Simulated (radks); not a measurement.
The numbers below are computed, except where a source is named.
The thallium ion Tl2+, configuration [Kr] 4d10 4f14 5s2 5p5.75 5d10 6s1 7s0.25 (fractional occupations, a model configuration).

Level of theory: scalar-relativistic Kohn-Sham, SCAN, spin-unpolarised, spherical densities, finite nucleus; meta-GGA in the generalised Kohn-Sham scheme; Fermi nuclear charge, rms radius 5.4759 fm (a radial shooting solver on a logarithmic mesh with Libxc functionals).

Energy parts (eV):
part                       energy
total                  -550813.06
kinetic                 620049.13
electron-nucleus      -1371724.79
Hartree                 211179.34
exchange-correlation    -10316.75

Orbitals (lengths in bohr, moments of r in powers of bohr; <r^-3> diverges for s and p1/2):
[
 {"orbital": "1s", "occ.": "2", "eigenvalue (eV)": "-85704.96", "<r^4>": "3.762e-07", "<r^-3>": "-", "<1/r>": "99.39"},
 {"orbital": "2s", "occ.": "2", "eigenvalue (eV)": "-15307.03", "<r^4>": "0.00005448", "<r^-3>": "-", "<1/r>": "23.36"},
 {"orbital": "2p", "occ.": "6", "eigenvalue (eV)": "-13167.57", "<r^4>": "0.00004492", "<r^-3>": "28150", "<1/r>": "20.60"},
 {"orbital": "3s", "occ.": "2", "eigenvalue (eV)": "-3683.008", "<r^4>": "0.001955", "<r^-3>": "-", "<1/r>": "8.663"},
 {"orbital": "3p", "occ.": "6", "eigenvalue (eV)": "-3063.792", "<r^4>": "0.002175", "<r^-3>": "6507", "<1/r>": "7.855"},
 {"orbital": "3d", "occ.": "10", "eigenvalue (eV)": "-2420.095", "<r^4>": "0.001677", "<r^-3>": "794.1", "<1/r>": "7.370"},
 {"orbital": "4s", "occ.": "2", "eigenvalue (eV)": "-845.0556", "<r^4>": "0.04301", "<r^-3>": "-", "<1/r>": "3.717"},
 {"orbital": "4p", "occ.": "6", "eigenvalue (eV)": "-641.1680", "<r^4>": "0.05765", "<r^-3>": "1585", "<1/r>": "3.351"},
 {"orbital": "4d", "occ.": "10", "eigenvalue (eV)": "-401.0304", "<r^4>": "0.07855", "<r^-3>": "171.1", "<1/r>": "3.009"},
 {"orbital": "4f", "occ.": "14", "eigenvalue (eV)": "-136.3720", "<r^4>": "0.1371", "<r^-3>": "34.15", "<1/r>": "2.605"},
 {"orbital": "5s", "occ.": "2", "eigenvalue (eV)": "-154.2851", "<r^4>": "1.079", "<r^-3>": "-", "<1/r>": "1.545"},
 {"orbital": "5p", "occ.": "5.75", "eigenvalue (eV)": "-98.6760", "<r^4>": "1.941", "<r^-3>": "283.6", "<1/r>": "1.322"},
 {"orbital": "5d", "occ.": "10", "eigenvalue (eV)": "-35.9150", "<r^4>": "7.501", "<r^-3>": "19.25", "<1/r>": "0.9745"},
 {"orbital": "6s", "occ.": "1", "eigenvalue (eV)": "-26.8545", "<r^4>": "45.79", "<r^-3>": "-", "<1/r>": "0.5727"},
 {"orbital": "7s", "occ.": "0.25", "eigenvalue (eV)": "-9.4795", "<r^4>": "1277", "<r^-3>": "-", "<1/r>": "0.2361"}
]

The highest occupied level is 7s at -9.480 eV. The density falls to 0.001 e/bohr^3 at r = 3.63 bohr. The electron density at the nucleus is 2.719e+06 e/bohr^3 (large components only).
